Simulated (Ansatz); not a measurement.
`FBBCl` and `SBBCl` differ in one atom or group.

Ansatz, PBE0-D4/def2-TZVP geometries, multiplicity 1. Each molecule was computed in one conformer, which needn't be the lowest.

| property | `FBBCl` |
| --- | --- |
| zero-point energy (PBE0-D4/def2-TZVP) / kJ/mol | 74.7 |
| size of the dipole moment (B3LYP/def2-TZVPP) / D | 0.82 |
| LUMO energy (PBE/def2-TZVPP) / eV | -3.02 |
| size of the dipole moment (ωB97M-V/def2-TZVPP) / D | 0.79 |
| HOMO–LUMO gap (PBE/def2-TZVPP) / eV | 3.61 |
| HOMO energy (PBE0/def2-TZVPP) / eV | -8.02 |

Q: What does the change do to each property? (Estimate.)

A: The calculation gave: 
| property | `SBBCl` | shift |
| --- | --- | --- |
| zero-point energy (PBE0-D4/def2-TZVP) / kJ/mol | 94.8 | 20.1 |
| size of the dipole moment (B3LYP/def2-TZVPP) / D | 1.44 | 0.62 |
| LUMO energy (PBE/def2-TZVPP) / eV | -2.73 | 0.29 |
| size of the dipole moment (ωB97M-V/def2-TZVPP) / D | 1.43 | 0.64 |
| HOMO–LUMO gap (PBE/def2-TZVPP) / eV | 3.96 | 0.35 |
| HOMO energy (PBE0/def2-TZVPP) / eV | -8.03 | -0.01 |

The zero-point energy changes by 20.1 kJ/mol with +3 modes. Dipoles are sizes alone; their direction can turn.

B3LYP here is the variant with VWN-RPA as its local correlation; programs differ in this.
